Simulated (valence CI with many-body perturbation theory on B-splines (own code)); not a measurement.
**Ru29+: E2, M1, M2 decay**

Method: relativistic CI+MBPT: five valence electrons over a frozen Dirac-Fock core [Ne], radial functions for each j: 11 s, 11 p, 10 d, 8 f, 5 g, 2 h, with the one-electron correlation potential Σ1, the two-electron term Σ2, the three-electron term Σ3, Breit, model QED; selected CI, second order for the rest, scaled by the run's own slope (own B-spline code, finite nucleus).

The last digits are not significant, and no measured levels were compared; by estimate large intervals hold to a few tenths of a per cent, small ones and those within an open d or f shell to about a per cent. Among the levels kept, up to 3600 cm⁻¹ of a level comes from second order outside the variational space, and about a tenth of that is noise between levels of different J, which matters for small intervals.

Lines 1 to 18 of 18 in falling wavelength, among levels below 2788000 cm⁻¹, chosen from the decays that carry over 1 % of a level's rate. Wavelengths and rates use the calculated energies. Electric multipoles are in the length gauge, E1 and E2 with the static RPA response of the core. Weak lines are less certain than strong ones. Lines between different terms over intervals too small for the method are left out, as are lines whose strength nearly cancels. Branching is blank where the lifetime is uncertain.

Names give the largest LS component (configuration and term), which can be under half, so a name can repeat, a term be missing and a line seem to break the LS rules; names also repeat where a configuration has a term twice.

```tsv
λ vac (Å)	Upper	Lower	Type	A (s⁻¹)	Branch %
2252	3s2 3p2 3d 4F_9/2	3s2 3p2 3d 4D_7/2	M1	1.61e+02	
2079	3s2 3p3 2D°_5/2	3s2 3p3 2D°_3/2	M1	6.20e+02	1.8
1602	3s2 3p2 3d 4F_9/2	3s2 3p2 3d 4F_7/2	M1	4.11e+03	
687.4	3s2 3p2 3d 2G_9/2	3s2 3p2 3d 2G_7/2	M1	3.32e+04	13.6
657.6	3s2 3p2 3d 4D_7/2	3s2 3p2 3d 4F_5/2	M1	5.64e+04	1.4
502.2	3s2 3p3 2D°_3/2	3s2 3p3 4S°_3/2	M1	1.72e+05	100.0
499.0	3s2 3p3 2P°_3/2	3s2 3p3 2P°_1/2	M1	4.27e+04	8.1
428.0	3s2 3p2 3d 2G_9/2	3s2 3p2 3d 4F_9/2	M1	1.02e+05	41.7
404.5	3s2 3p3 2D°_5/2	3s2 3p3 4S°_3/2	M1	3.27e+04	97.0
404.5	3s2 3p3 2D°_5/2	3s2 3p3 4S°_3/2	E2	3.81e+02	1.1
382.2	3s2 3p3 2P°_3/2	3s2 3p3 2D°_5/2	M1	8.31e+04	15.8
359.6	3s2 3p2 3d 2G_9/2	3s2 3p2 3d 4D_7/2	M1	6.54e+04	26.8
337.7	3s2 3p2 3d 2G_9/2	3s2 3p2 3d 4F_7/2	M1	4.17e+04	17.1
324.2	3s2 3p3 2P°_1/2	3s2 3p3 4S°_3/2	M1	1.96e+05	99.2
322.8	3s2 3p3 2P°_3/2	3s2 3p3 2D°_3/2	M1	3.91e+05	74.3
238.2	3s2 3p2 3d 4F_9/2	3s 3p4 4P_5/2	E2	2.47e+02	
196.5	3s2 3p3 2P°_3/2	3s2 3p3 4S°_3/2	M1	7.83e+03	1.5
102.1	3s2 3p2 3d 4F_9/2	3s2 3p3 2D°_5/2	M2	7.21e+02
```
